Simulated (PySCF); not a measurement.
## C$_{6}$H$_{11}$N$_{2}$P: full NMR table

```yaml
Formula: C6H11N2P
SMILES: CN(C)c1cn(C)cp1
InChI: InChI=1S/C6H11N2P/c1-7(2)6-4-8(3)5-9-6/h4-5H,1-3H3
Point_group_of_the_computed_structure: C1
Carbon_signals: 5
Proton_signals: 4
```

Numbering as in the mapped SMILES `[CH3:1][N:2]([CH3:3])[c:4]1[cH:5][n:6]([CH3:7])[cH:8][p:9]1`. Each H is labelled by its parent atom.

[PySCF 2.14: PBE0/pcSseg-1 with gauge-including orbitals; GFN2-xTB structure; fast rotation and ring inversion assumed for equivalent nuclei; isolated molecule; non-relativistic; one conformer]

References, each an isolated molecule treated in the same way: TMS for 1H and 13C; H3PO4 for 31P; 15N vs NH3.

| carbon | δC, type | δH (multiplicity) | HMBC from (2–3 bonds) | span of the C tensor (ppm) |
| --- | --- | --- | --- | --- |
| C1/C3 | 43.9, CH3 | 2.84 (s) | H(C1)/H(C3) | 66 |
| C4 | 172.5, C | – | H(C8), H(C5), H(C1)/H(C3) | 179 |
| C5 | 113.2, CH | 6.53 (m) | H(C8), H(C7) | 115 |
| C7 | 40.6, CH3 | 3.81 (s) | H(C8), H(C5) | 70 |
| C8 | 153.5, CH | 7.48 (m) | H(C5), H(C7) | 209 |

Other nuclei:
```csv
atoms,nucleus,environment,δ (ppm),σ (ppm)
P9,31P,"phosphorus bonded to 2 C, in a 5-membered ring",76.7,241.7
N6,15N,pyrrole-type ring nitrogen,187.2,80.5
N2,15N,aniline-type nitrogen,67.4,200.3
```

- δC 172.5: aromatic carbon bearing nitrogen; an ipso carbon deshielded by its heteroatom.
- δC 153.5, 113.2: aromatic CH next to a ring nitrogen.
- δC 43.9, 40.6: methyl carbon bonded to N; the inductive effect lowers its shielding.
- δH 7.48, 6.53: hydrogen on an aromatic CH next to a ring nitrogen.
- δH 3.81, 2.84: hydrogen on a methyl carbon bonded to N; its carbon carries N, hence the downfield position.

Splittings by 31P in the carbon and heteronuclear signals aren't shown, as no couplings were computed. Shifts are as computed. Against solution values, carbons near 30 ppm lie about +3 ppm off and those near 130 ppm about +5 ppm. Of 1211 compounds with measured shifts, 218 miss one by over three times the rms of a fit or turn the order of signals round; such compounds aren't used in these exercises. Experimental scales use liquid or dissolved standards, which lie at an offset from isolated NH3 (liquid NH3: subtract about 20 ppm) and H3PO4. Unscaled 15N shifts of sp2 nitrogen come out 20 to 40 ppm too high even then. Multiplicities follow the n + 1 count of equivalent neighbours, as no J values were calculated; m marks all less simple cases, F and P coupling included.
